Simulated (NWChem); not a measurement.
System: CH2NO anion

```xyz
5

N      0.1343    -1.1925     0.0000
C     -0.3649     0.0246     0.0000
O      0.1981     1.1592     0.0000
H      1.1580    -1.0968     0.0000
H     -1.4931     0.0230     0.0000
```
Atoms are numbered in this order, from 1.

All runs: NWChem. Sets without diffuse functions describe the anion's extra electron poorly. All runs use the structure optimised with B3LYP/def2-SVPD. The highest occupied level is positive in some or all of these runs, so the extra electron may be held by the finite basis. Level M06-L/def2-SVP: energy and gradient on several grids; changes count from the extra-fine grid, which is no exact limit either.

| grid | size of the energy change (μHa) | largest change of a gradient component (μHa/bohr) |
|---|---|---|
| xcoarse | 2000 | 5000 |
| coarse | 500 | 500 |
| medium | < 10 | 100 |
| fine | < 10 | < 30 |
| xfine | < 10 | < 30 |
